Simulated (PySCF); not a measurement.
F2Si, SMILES F[Si]F (connectivity only; charge and spin as stated), charge +1, multiplicity 2.

The structure is a stationary point at r2SCAN-D4/def2-TZVP. The isomer is the one that the SMILES or the coordinates give; other isomers of the formula were not compared.

These are TDA-PBE/def2-TZVPD (PySCF 2.14.0) values and carry that method's errors.

Vertical excitations. Isolated molecule, no solvent.

### Question
Give excitation energies, oscillator strengths and character. (The exact figures need the calculation; the answer reports its results.)

### Answer

| state | energy (eV) | λ (nm) | f | main pairs |
|---|---|---|---|---|
| root 1 | 4.71 | 263 | 0.000 | β HOMO→LUMO 100 % |
| root 2 | 4.97 | 249 | 0.044 | α HOMO→LUMO 82 %, β HOMO−3→LUMO 17 % |
| root 3 | 4.99 | 248 | 0.000 | β HOMO−1→LUMO 100 % |
| root 4 | 5.65 | 219 | 0.013 | β HOMO−2→LUMO 97 % |
| root 5 | 5.74 | 216 | 0.045 | α HOMO→LUMO 16 %, β HOMO−3→LUMO 83 % |
| root 6 | 6.78 | 183 | 0.016 | α HOMO−2→LUMO 10 %, β HOMO−4→LUMO 87 % |
| root 7 | 7.55 | 164 | 0.000 | α HOMO−1→LUMO 99 % |
| root 8 | 7.88 | 157 | 0.010 | α HOMO→LUMO+1 49 %, β HOMO−5→LUMO 47 % |
| root 9 | 7.91 | 157 | 0.002 | α HOMO−2→LUMO 70 %, β HOMO−1→LUMO+1 17 %, β HOMO−4→LUMO 5 % |
| root 10 | 8.05 | 154 | 0.037 | α HOMO−3→LUMO 49 %, α HOMO→LUMO+1 31 %, β HOMO−5→LUMO 15 % |
Unrestricted roots are not spin-pure.
